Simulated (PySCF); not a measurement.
**Adding and removing an electron: MgHg**

r²SCAN; basis Mg cc-pVDZ, Hg cc-pVDZ-PP with ECP60; scalar-relativistic core potentials; PySCF 2.14. Neutral (UKS): singlet (closed shell), Re = 3.323 Å, ωe = 70.3 cm⁻¹, De = 0.10 eV, HOMO -4.69 eV, LUMO -1.64 eV.

MgHg⁺ (UKS): doublet (σ ↑), Re = 2.834 Å, ωe = 168 cm⁻¹, De = 0.75 eV to Mg⁺ + Hg. The energies at the minima are -353.60572 hartree for MgHg and -353.35788 for MgHg⁺.

(1) Work out the adiabatic ionisation energy, without and with harmonic zero-point energies (1 hartree = 27.2114 eV, 1 eV = 8065.5 cm⁻¹), and the change of the bond length.

Closed-shell solutions of metal pairs were not tested for spin polarisation, which can lower them a little. Weak bonds: MgHg. Basis-set superposition, not corrected here, can be much of De in a small basis, most of all at correlated wavefunction levels. Spin–orbit coupling is left out. For an ion De counts to the pair picked by the measured ionisation energies or electron affinities, which need not be the lowest pair at this level. States were picked by a PBE0 search and need not be the measured ground states.

## Answers

(1) At r²SCAN: 0.24784 hartree = 6.744 eV between the minima; the zero-point term (168.0 − 70.3)/2 cm⁻¹ = +0.006 eV makes it 6.750 eV. Re changes by -48.9 pm against the neutral. Minus the HOMO energy is 4.69 eV, -2.05 eV from the value between the minima; self-interaction puts the Kohn–Sham level too high, less so with exact exchange. The electron leaves a σ orbital, and the shorter bond of the ion fits an antibonding orbital, or a change in how ionic the bond is.
